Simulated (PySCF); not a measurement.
## [La(H2O)2]3+: from a saddle point downhill

PySCF 2.14.0, RKS PBE0, La def2-SVP with ECP46, O def2-SVP, H def2-SVP; non-relativistic Hamiltonian with scalar-relativistic core potentials where named; density fitting; no spin-orbit coupling. Relaxed within the symmetry of its start, the geometry (D2d) is

```xyz
7

La    0.0000    0.0000    0.0000
O     0.0000    0.0000    2.4122
H     0.5436    0.5436    3.0340
H    -0.5436   -0.5436    3.0340
O     0.0000    0.0000   -2.4122
H     0.5436   -0.5436   -3.0340
H    -0.5436    0.5436   -3.0340
```

and its lowest harmonic modes are -66, -66, 143, 391, 395, 613 cm⁻¹ (negative: unstable). It was moved along the lowest mode and relaxed again.

(1) Where does it end, and how much lower?

(2) How do the contacts change?

(3) Is the end a minimum?

State: singlet.

Results:

(1) In C1, 0.233 eV lower, after 46 steps:
```xyz
7

La    1.0997    0.1497   -0.0065
O    -0.1830    0.0607    1.9856
H     0.1418    0.1379    2.9177
H    -1.1565   -0.0687    2.1051
O    -0.1848   -0.0889   -1.9836
H     0.1356   -0.3652   -2.8789
H    -1.1482    0.0749   -2.1394
```

(2) 
```csv
contact,saddle (Å),end (Å)
La1–O2 (H2O),2.412,2.371
La1–O5 (H2O),2.412,2.370
```


(3) Yes; lowest modes 33, 76, 92, 408, 417, 620 cm⁻¹.
